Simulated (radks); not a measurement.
The numbers below are computed, except where a source is named.
Task: Coherent X-ray form factor from a spherical all-electron density. Level of theory: Dirac Kohn-Sham, LDA (Slater exchange, Perdew-Wang correlation), spin-unpolarised, spherical densities, point nucleus (a radial shooting solver on a logarithmic mesh with Libxc functionals).

sin(theta)/lambda (1/angstrom),f0 (electrons)
0.05,17.915
0.1,17.662
0.15,17.255
0.2,16.712
0.25,16.058
0.3,15.319
0.4,13.704
0.5,12.079
0.6,10.601
0.8,8.367
1,7.021
1.25,6.013
1.5,5.230
2,3.760

The species is in the configuration that NIST lists as its ground one. Which atom or ion scatters so?

Result: The nickel ion Ni10+, [Ar]. Extrapolating in s^2 from the first two rows gives f0(0) = 18.0, near the electron count 18; among species with that count, the fall with angle is slower the higher Z, and the table is that of Z = 28; from so few rows the species is fixed only to a neighbour or two.
